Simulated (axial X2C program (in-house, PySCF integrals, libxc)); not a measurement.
**WF: from the spin-free to the two-component result**

All values were computed with an in-house all-electron X2C program for linear molecules (integrals from PySCF). Spin-free means the one-electron spin-free X2C Hamiltonian; two-component (2c) means X2C with spin–orbit coupling and atomic mean-field two-electron Coulomb and Gaunt terms, so the difference of the two also holds small scalar two-electron terms. Basis: W dyall-cv3z [13s14p9d7f4g], F dyall-av3z [7s6p3d2f] (cores contracted in-house); Gaussian nuclei, density fitting, unrestricted open shells. Masses: W 183.951 u, F 18.998 u.

Spin-free state: M_S = 5/2, Λ = 0 (beyond evenly filled blocks: σα, π+α, π-α, δ+α, δ-α); fragments W + F.

| level | Re (Å) | ωe (cm⁻¹) | μ (D) |
| --- | --- | --- | --- |
| PBE0 | 1.885 | 645.4 | -2.52 |
| HF | 1.912 | 626.6 | -3.06 |
| MP2 | 1.905 | 626.9 | n/a |
| CCSD | 1.905 | 631.6 | n/a |
| CCSD(T) | 1.906 | 628.7 | n/a |

Correlated methods: 13 electrons correlated (number of frozen shells: W 5 s, 4 p, 2 d, 1 f; F 1 s), 313 virtual spin orbitals or spinors in MP2, 110 natural virtuals in coupled cluster.

Dipoles are positive if F is the positive end.

Two-component determinant lowest at the distance of the search:

Ω = 5/2 (⟨Sz⟩ = 2.48, ⟨Lz⟩ = 0.02 at HF); fragments W + F.

```
  level  Re (Å)  ωe (cm⁻¹)  μ (D)
   PBE0   1.884      644.8  -2.51
     HF   1.911      626.3  -3.04
    MP2   1.904      626.4    n/a
   CCSD   1.904      630.9    n/a
CCSD(T)   1.905      627.8    n/a
```

(1) From the two tables, how do the constants change at the CCSD(T) level (2c against spin-free)?

The state is a single determinant with fixed occupations, the lowest that a limited PBE0 search found. De is not given where an atomic determinant may have missed its ground term or J level, or where the truncated virtual space spoils (T). Density functionals use the spin component along the axis (collinear). Coupled cluster ran in a truncated set of natural virtual spinors; the MP2 energy of the rest was added. (T) has no such correction and the atoms are truncated less, which lowers De at CCSD(T) by a hundredth of an eV or more. Other states lie close and PBE0, whose exact exchange favours high spin, may order them wrongly; the determinant shown need not be the ground state. The nearest other spin-free determinant of the search, M_S = 3/2, Λ = 1, lies 0.90 eV up at the distance of the search. Without a current term, density functionals place determinants with orbital angular momentum somewhat too high. With several unpaired electrons one determinant need not be a pure state. This is the top spin component of a Σ state; components of lower Ω are not single determinants and can lie lower.

Results:

(1) At the CCSD(T) level Re drops by 0.001 Å and ωe goes down by 0.9 cm⁻¹.
